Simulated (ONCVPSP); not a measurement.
# Before and after: ONCV potential for nitrogen

| Item | Value |
| --- | --- |
| Element | N (Z = 7) |
| Generator | ONCVPSP 4.0.1 |
| Type | optimised norm-conserving Vanderbilt (ONCV) |
| Functional | PBE |
| Relativity | fully relativistic |
| Frozen core | [He] |
| Valence charge | 5 |
| Reference configuration | 2s2 2p3 |
| Partial waves | 2s: rc 0.70 bohr, ncon 4, nbas 9, qcut 11.8 1/bohr, 2 projectors, debl 2.6 Ha; 2p: rc 1.80 bohr, ncon 3, nbas 8, qcut 7.1 1/bohr, 3 projectors, debl 1.8 Ha |
| Local potential | polynomial inside 0.65 bohr (lpopt 4, dvloc0 0 Ha) |
| Core correction | Teter function, fcfact 4.75, rcfact 1.05 |

Open shells are filled in proportion to 2j + 1.

Change: s: qcut 15.6.

Cutoffs: the cutoffs (Ha) at which the residual kinetic energy of the hardest occupied pseudo-wave falls to 1 and 0.1 mHa per electron; they do not see the model core or the augmentation charge, which bear on the density cutoff. Errors are all-electron minus pseudo energies relative to the spin-unpolarised reference configuration.

Problem. How do hardness, ghosts and transferability respond?

Solution. The potential gets neither clearly harder nor softer (56 Ha and 304 Ha → 88 Ha and 108 Ha); both files keep a bound ghost (p, s); the errors of the 4 common tests hardly move.

```csv
quantity,base,changed
"cutoff, loose",56 Ha,88 Ha
"cutoff, tight",304 Ha,108 Ha
loose cutoff by channel,"s 56 Ha, p 18 Ha","s 88 Ha, p 18 Ha"
bound ghosts,"s, p3/2, p1/2","s, p3/2, p1/2"
GHOST(+) flags under 300 eV,none,none
"error for 2s2 2p2, meV [ΔE 13.59 eV]",+45,+45
"error for 2s2 2p1, meV [ΔE 42.44 eV]",+370,+373
"error for 2s2 2p0, meV [ΔE 89.53 eV]",+1453,+1467
"error for 2s2 2p2.5, meV [ΔE 5.09 eV]",+7.0,+7.0
s: phases at 0.71 bohr within 0.05 rad from the reference energy up to (Ha; the scan ends near 5),to the end of the scan,to the end of the scan
p3/2: phases at 1.83 bohr within 0.05 rad from the reference energy up to (Ha; the scan ends near 5),to the end of the scan,to the end of the scan
p1/2: phases at 1.83 bohr within 0.05 rad from the reference energy up to (Ha; the scan ends near 5),to the end of the scan,to the end of the scan
"rms error of d²Exc/dni dnj with the model core, mHa",9.85,9.65
```

 A true bound ghost makes a file unfit for plane-wave use even where its test errors are small: the radial tests pick states by their node count and pass the ghost by.
